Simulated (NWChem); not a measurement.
System: PbHSBr, singlet; SMILES [SH][Pb][Br]

```xyz
4

Pb     0.4867    -0.5320     0.0000
Br    -0.2408     1.9968     0.0000
S     -1.8779    -1.4697     0.0000
H     -1.4364    -2.7497     0.0000
```
Atoms are numbered in this order, from 1.

All runs: NWChem. Low-valent species are run as closed-shell singlets; no triplet was tried in these runs. All runs use the structure optimised with PBE0/def2-SVP. No frequency run checked for a minimum. def2 effective core potentials on Pb; no spin-orbit coupling. Ions are spin-unrestricted doublets at the neutral geometry; other ion states weren't tried.

For level PBE/def2-SVP:

```
Quantity       Result
-------------  ------
−ε(HOMO) (eV)    6.15
```

Q: How do the values read with level CAM-B3LYP/def2-SVP instead?

A: 
| Quantity | Result |
|---|---|
| −ε(HOMO) (eV) | 8.37 |
